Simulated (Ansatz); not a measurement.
Coupled-cluster run, Al2Cl2H4O2 (`[Cl][Al@H-]1[OH+][Al@H-]([Cl])[OH+]1`).

```yaml
crystal:
  periodic: [false, false, false]
  atoms:
    - {symbol: Cl, position_ang: [0.491000, -1.297569, 2.683707]}
    - {symbol: Al, position_ang: [0.996053, -0.643094, 0.743908]}
    - {symbol: O, position_ang: [-0.296116, -1.043573, -0.505297]}
    - {symbol: Al, position_ang: [-0.996204, 0.642853, -0.744036]}
    - {symbol: Cl, position_ang: [-0.490708, 1.297893, -2.683528]}
    - {symbol: O, position_ang: [0.295976, 1.043335, 0.505161]}
    - {symbol: H, position_ang: [2.450079, -0.887940, 0.207997]}
    - {symbol: H, position_ang: [-0.212158, -1.701507, -1.196134]}
    - {symbol: H, position_ang: [-2.449990, 0.888269, -0.207730]}
    - {symbol: H, position_ang: [0.212079, 1.701333, 1.195941]}
basis:
  gaussian: {orbitals: def2-TZVPP}
correlation: {method: ccsd_t}
output: {orbitals: {seedname: orbitals}}
```

```sh
$ ansatz run in.yaml --threads 4 --pin off --events-out ev --progress --plain
```

Output of Ansatz, abridged:

```
Functional definition: HF
1710 factors; integrals over basis functions are off by at most 1.2e-3 eV
mean field evaluation 1: about -42318.7762 eV, gradient 4.8e1 eV
mean field evaluation 2: about -42319.0213 eV, gradient 4.8e1 eV
mean field evaluation 4: about -42323.4794 eV, gradient 3.5e0 eV
mean field evaluation 8: about -42323.5399 eV, gradient 2.0e-1 eV
mean field -42323.54004774 eV, -1555.3614088287 hartree, gradient 4.5e-6 eV, S^2 0.000000; 0 other end points of the search recorded, 0 dependent functions left out
22 core orbitals not correlated: weight in the atoms' cores, before any rotation towards them, 1.000 or more for the frozen orbitals, at most 0.000 for the correlated occupied ones
reference -42323.54004774 eV, -1555.3614088287 hartree; 18, 18 occupied and 246, 246 virtual orbitals, 1710 factors
second order -27.75166739 eV of doubles, -0.00000000 eV of singles
cycle   1  -28.47888273 eV  change   -7.3e-1 eV  update   9.8e-2
cycle   2  -29.07533236 eV  change   -6.0e-1 eV  update   2.7e-2
cycle   3  -29.18435490 eV  change   -1.1e-1 eV  update   1.3e-2
cycle   4  -29.17007907 eV  change    1.4e-2 eV  update   2.6e-3
cycle   5  -29.16993919 eV  change    1.4e-4 eV  update   1.0e-3
cycle   6  -29.17020799 eV  change   -2.7e-4 eV  update   2.7e-4
cycle   7  -29.17002026 eV  change    1.9e-4 eV  update   9.3e-5
cycle   8  -29.16999680 eV  change    2.3e-5 eV  update   2.6e-5
perturbative correction -1.05604916 eV, -0.0388090908 hartree
Total energy: -42353.76609370 eV, -1556.4721955296 hartree
```

Run time 6.8 min (4 threads of a server CPU on a shared host); peak host memory 7.9 GiB.

The correlation energy is -30.226 eV, 3.5 % of it from (T); the T1 diagnostic reads 0.0092.
